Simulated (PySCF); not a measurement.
**Magnetisability: SMILES C=C(C#C)OCC(=O)O, C6H6O3**

Geometry:
| atom | x (Å) | y (Å) | z (Å) |
| --- | --- | --- | --- |
| C1 | -1.178 | 1.954 | 0.198 |
| C2 | -1.175 | 0.753 | 0.216 |
| C3 | -1.143 | -0.668 | 0.204 |
| C4 | -2.037 | -1.384 | 0.887 |
| O5 | -0.193 | -1.306 | -0.556 |
| C6 | 0.821 | -0.517 | -1.105 |
| C7 | 1.701 | 0.136 | -0.048 |
| O8 | 1.655 | -0.072 | 1.129 |
| O9 | 2.562 | 0.991 | -0.613 |
| H10 | -1.209 | 3.002 | 0.214 |
| H11 | -2.804 | -0.901 | 1.462 |
| H12 | -2.004 | -2.457 | 0.872 |
| H13 | 1.443 | -1.192 | -1.700 |
| H14 | 0.428 | 0.272 | -1.762 |
| H15 | 3.128 | 1.396 | 0.064 |

Method: GIAO B97-2/pcSseg-1 magnetisability, rotational g tensor and spin-rotation constants, non-relativistic, gas phase (PySCF 2.14.0). Geometry: GFN2-xTB.

(1) What are the magnetisability and the molar susceptibility?

(2) Split it along the inertial axes a, b, c into diamagnetic and paramagnetic parts about the centre of mass, with the quadrupole moment.

(3) And the rotational g tensor?

Results:

(1) Isotropic -1145 × 10⁻³⁰ J/T², or -69.0 × 10⁻⁶ cm³/mol; principal values -1209, -1143, -1083 × 10⁻³⁰ J/T², anisotropy 109 × 10⁻³⁰ J/T² (root of half the summed squared differences of the principal values). The susceptibility is in cgs units.

(2) 
```tsv
axis	χ (10⁻⁶ cm³/mol)	diamagnetic (10⁻⁶ cm³/mol)	paramagnetic (10⁻⁶ cm³/mol)	summed x² of all electrons (Å²)	quadrupole Θ (D Å)
a	-69.9	-541.2	471.3	191.6	+5.98
b	-70.5	-997.1	926.6	84.2	+4.28
c	-66.5	-1170.1	1103.6	43.4	-10.26
```
Anisotropies 2χaa − χbb − χcc = -3.0 and 2χbb − χaa − χcc = -4.5 × 10⁻⁶ cm³/mol. Θ is traceless in Buckingham's convention.

(3) 
```tsv
axis	rotational constant (GHz)	g	nuclear part	electronic part
a	2.6599	-0.0246	0.5643	-0.5889
b	1.2932	-0.0110	0.5519	-0.5629
c	1.0843	-0.0069	0.5552	-0.5622
```
Asymmetric top; isotopes 12C, 1H, 16O; no vibrational averaging.
